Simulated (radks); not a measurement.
Kr27+, 9 electrons, occupied as [He] 2s2 2p4 5s1 (not the ground configuration).

All-electron calculation, Dirac Kohn-Sham, PBE, spin-unpolarised, spherical densities, point nucleus; open shells fill j = l - 1/2 first. Program: a radial shooting solver on a logarithmic mesh with Libxc functionals.

Energy parts (eV):
part                       energy
total                  -57762.666
kinetic                 59712.455
electron-nucleus      -122954.198
Hartree                  6814.900
exchange-correlation    -1335.822

Orbitals (lengths in bohr, moments of r in powers of bohr; <r^-3> diverges for s and p1/2):
orbital,occ.,eigenvalue (eV),<r^-3>,<1/r>,<r^2>,small-component weight
1s1/2,2,-15810.92,-,36.82,0.002307,1.71e-02
2s1/2,2,-3322.040,-,8.580,0.03647,3.69e-03
2p1/2,2,-3182.692,-,8.522,0.02736,3.65e-03
2p3/2,2,-3123.234,1566,8.233,0.02856,3.57e-03
5s1/2,1,-454.7627,-,1.204,1.716,4.67e-04

The highest occupied level is 5s1/2 at -454.76 eV. Summed over all electrons, <r^2> = 1.905 bohr^2, which gives a Langevin (diamagnetic) susceptibility term of -1.51 x 10^-6 cm^3/mol.
